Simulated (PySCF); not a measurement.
## SF₂ to SF₆: adding ligands

Level: PBE0 in the def2-TZVP basis family, all electrons, no relativity, computed in PySCF with density fitting; open shells unrestricted.

Each entry is the lowest minimum that a search over a few typed start shapes (and spin states, where more than one is plausible) found, or that minimum re-optimised at the stated level; isomers with ligand–ligand bonds, or fragments after loss of a ligand pair, can lie lower.

```
molecule  2S+1  point group  mean bond to S (Å)  atomisation (kJ/mol)  distinct angles (°)  lowest ω (cm⁻¹)  polar-tensor charge of S
     SF₂     1          C2v               1.590                   722                   99              354                      0.94
     SF₃     2           Cs               1.628                   977               88/163              144                      1.74
     SF₄     1          C2v               1.601                  1365           88/101/173              224                      2.43
     SF₅     2          C4v               1.591                  1551            90/92/177              237                      2.93
     SF₆     1           Oh               1.565                  1974               90/180              343                      3.40
```

Left out of the table are members whose search was unfinished or whose lowest solution was spin-contaminated, unstable, very soft or bonded differently.
